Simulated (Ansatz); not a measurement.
Species: C₂H₇Ge (charge -1, singlet). It need not be the lowest isomer of its formula. Whether it binds its extra electron was not tested at this geometry. 
Structure (B3LYP-D3(BJ)/def2-TZVP (Ansatz, a first-principles code) minimum search):
```xyz
10

C     -1.7837    -0.4564    -0.0171
Ge    -0.0573     0.3028    -0.0575
C      1.6811    -0.7422     0.2263
H     -1.9182    -1.2085    -0.8033
H     -2.0161    -0.8921     0.9618
H      0.2623     1.0048    -1.4327
H      0.1266     1.4437     1.0153
H      1.6658    -1.2177     1.2113
H      2.5658    -0.0981     0.1599
H      1.7623    -1.5296    -0.5286
```
Charge -1, spin multiplicity 1.

Total electronic energies in hartree. Correlated levels leave the core frozen unless marked. Spin-orbit coupling is left out. The frozen core is the preceding noble-gas configuration, with the filled d and f shells of earlier blocks. No relativistic terms. Basis-set limits of correlation are two-point, X^-3; Hartree-Fock from the larger set.

```csv
level,program,energy (Eh)
SVWN5/def2-TZVPD,Ansatz,-2153.49086
PBE/def2-TZVPD,Ansatz,-2156.98267
revPBE-D4/def2-TZVPD,Ansatz + dftd4,-2157.25728
r2SCAN-D3(BJ)/def2-TZVPD,Ansatz + dftd3,-2157.35741
B3LYP-D3(BJ)/def2-TZVPD,Ansatz + dftd3,-2157.48771
B3LYP/def2-TZVPD,Ansatz,-2157.47688
PBE0/def2-QZVPP,Ansatz,-2157.10190
CAM-B3LYP-D3(BJ)/def2-TZVPD,Ansatz + dftd3,-2157.49306
CAM-B3LYP/def2-TZVPD,Ansatz,-2157.48812
LC-wPBE-D3(BJ)/def2-TZVPD,Ansatz + dftd3,-2157.10167
LC-wPBE-D4/def2-TZVPD,Ansatz + dftd4,-2157.10383
B2GP-PLYP-D3(BJ)/def2-TZVPD,Ansatz + dftd3,-2156.75547
RPA@PBE/cc-pVQZ,Ansatz,-2156.08588
MP2/STO-3G,Ansatz,-2130.53185
RI-MP2/cc-pVTZ,Ansatz,-2155.67409
RI-MP2/cc-pVQZ,Ansatz,-2155.71899
SCS-MP2/cc-pVDZ,Ansatz,-2155.47875
SCS-MP2/aug-cc-pVQZ,Ansatz,-2155.74246
CCSD/6-31G,Ansatz,-2154.99899
CCSD/aug-cc-pVDZ,Ansatz,-2155.56484
CCSD/aug-cc-pVQZ,Ansatz,-2155.75976
"CCSD/CBS(aug-cc-pVTZ,aug-cc-pVQZ)",Ansatz,-2155.7740
"CCSD(T)/CBS(aug-cc-pVTZ,aug-cc-pVQZ)",Ansatz,-2155.8006
```

Totals of different functionals don't rank their quality; only differences between species are comparable.
